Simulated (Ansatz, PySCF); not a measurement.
CH5N2, SMILES NC=[NH2+], charge +1.

Geometry: PBE0-D3(BJ)/def2-TZVP. One conformer was computed; it need not be the lowest.

Vertical ionisation energy (IE) and electron affinity (EA) in eV. Rows of orbital energies are one-electron estimates. Where ΔSCF, EOM or ADC give a negative EA the extra electron is unbound and the value depends on the basis.

```csv
level,IE,EA
"−ε(HOMO), −ε(LUMO), CAM-B3LYP/def2-TZVPD (PySCF)",15.79,5.07
"−ε(HOMO), −ε(LUMO), PBE/def2-TZVPD (PySCF)",13.05,7.34
"ΔSCF, PBE0/def2-SVPD (Ansatz), final states of multiplicity 2 and 2",16.96,3.88
"ΔSCF, PBE/def2-SVPD (Ansatz), final states of multiplicity 2 and 2",…,…
```

Question: Complete the blanks. (An estimate is asked for; the answer gives what the named calculation found.)

Answer: 
- ΔSCF, PBE/def2-SVPD (Ansatz, an electronic-structure program), final states of multiplicity 2 and 2, IE: 16.98
- ΔSCF, PBE/def2-SVPD (Ansatz), final states of multiplicity 2 and 2, EA: 3.79

Question: What vertical singlet–triplet gap does ΔSCF give with PBE0/def2-SVPD (Ansatz) and with PBE/def2-SVPD (Ansatz)? (Estimate from the structure and the level; the computed values follow.)

Answer: 5.21 and 5.24 eV (triplet above singlet where positive).
